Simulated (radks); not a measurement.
Coulomb parameter of the 4d shell of the cadmium ion Cd3+ in the model configuration [Kr] 4d8 5p1, as a second difference U = [E(n + 0.5) + E(n - 0.5) - 2 E(n)] / (0.5)^2 with all orbitals relaxed. "Bare": the charge of the atom changes with n. "Screened": the 5p shell takes up the change at fixed total charge, which measures U(4d,4d) + U(5p,5p) - 2 U(4d,5p). Calculated with a radial shooting solver on a logarithmic mesh with Libxc functionals: Dirac Kohn-Sham, PBEsol, spin-unpolarised, spherical densities, finite nucleus; open shells are shared between the two j in proportion to 2j + 1; Fermi nuclear charge, rms radius 4.6087 fm.

| case | configuration | E - E(n) (eV) |
|---|---|---|
| start | [Kr] 4d8 5p1 | 0.000 |
| bare +0.5 | [Kr] 4d8.5 5p1 | -23.845 |
| bare -0.5 | [Kr] 4d7.5 5p1 | 27.915 |
| screened +0.5 | [Kr] 4d8.5 5p0.5 | -12.174 |
| screened -0.5 | [Kr] 4d7.5 5p1.5 | 13.067 |

U(bare) = 16.281 eV, U(screened by 5p) = 3.572 eV.
